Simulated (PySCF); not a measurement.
ClISn, neutral, multiplicity 1. Atoms are numbered in the order given.

```xyz
3

Sn     0.6931    -0.9940     0.0000
Cl    -1.4103    -2.1639     0.0000
I     -0.2015     1.6318     0.0000
```
Charge 0, spin multiplicity 1.

Coordinates come from a B3LYP-D3(BJ)/def2-SVP optimisation. The def2 effective core potentials stand for the cores of I, Sn; spin–orbit coupling is left out.

Calculation: B3LYP-D3(BJ)/def2-SVP run with PySCF.

Frequencies are harmonic and unscaled.

```csv
mode,ν (cm⁻¹),IR (km/mol),Raman (Å⁴/amu),depolarisation,moving atoms (share of kinetic energy)
1,86,1.0,4.9,0.67,"Cl 65 %, I 21 %, Sn 14 %"
2,189,30.5,11.0,0.32,"Sn 54 %, I 45 %"
3,346,59.3,13.0,0.34,"Cl 77 %, Sn 23 %"
```
